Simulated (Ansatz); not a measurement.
Species: H3B, SMILES `B` (charge 0, multiplicity 1).

### Question
Give a relaxed geometry from PBE0-D3(BJ)/def2-TZVP in Ansatz (a quantum-chemistry and plane-wave program).

### Answer
the end point of this relaxation (outside a Z-matrix the atoms follow the SMILES, hydrogens last).
Bond lengths (Å): B1–H2 1.193, B1–H3 1.193, B1–H4 1.193. Bond angles (°): H2–B1–H3 120.0, H2–B1–H4 120.0, H3–B1–H4 120.0.
